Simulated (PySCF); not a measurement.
**Xenon: a sound run and one with changed settings**

Sound run: Xe⁺ [Kr] 4d10 5s2 5p5, Xe²⁺ [Kr] 4d10 5s2 5p4. Computed with PySCF 2.14 in cc-pVDZ-PP with ECP28MDF, with a scalar-relativistic core potential. In the sound run the correlated levels freeze 4s2 4p6 4d10 outside the core potential. The sound run starts from symmetry-adapted Hartree-Fock orbitals and uses a fine grid where one is needed.

A second run was set up differently.

```tsv
species	method	sound run (hartree)	changed run (hartree)	converged
Xe⁺	UHF	-327.86494	-327.86494	yes
Xe⁺	MN15	-328.08942	-328.08942	yes
Xe⁺	M06-2X	-328.83097	-328.83097	yes
Xe⁺	MP2	-327.94329	-327.89320	yes
Xe⁺	CCSD(T)	-327.95625	-327.95625	yes
Xe²⁺	UHF	-327.12446	-327.12446	yes
Xe²⁺	MN15	-327.31938	-327.31938	yes
Xe²⁺	M06-2X	-328.06219	-328.06219	yes
Xe²⁺	MP2	-327.18512	-327.14626	yes
Xe²⁺	CCSD(T)	-327.19899	-327.19899	yes
```

Ionisation energy of Xe⁺:

| method | sound run (eV) | changed run (eV) |
| --- | --- | --- |
| UHF | 20.150 | 20.150 |
| MN15 | 20.954 | 20.954 |
| M06-2X | 20.920 | 20.920 |
| MP2 | 20.631 | 20.325 |
| SCS-MP2 | 20.606 | 20.318 |
| CCSD | 20.604 | 20.604 |
| CCSD(T) | 20.606 | 20.606 |

**Question.** What was changed?
A. radial grid too coarse
B. basis contracted for another Hamiltonian
C. level shift left on
D. minimal basis

**Answer.** C. It used initial guess 1e, at most 50 SCF cycles, level shift 2.0 hartree. A level shift leaves the converged SCF energy unchanged but raises the virtual orbital energies, which shrinks MP2 if it is not removed.
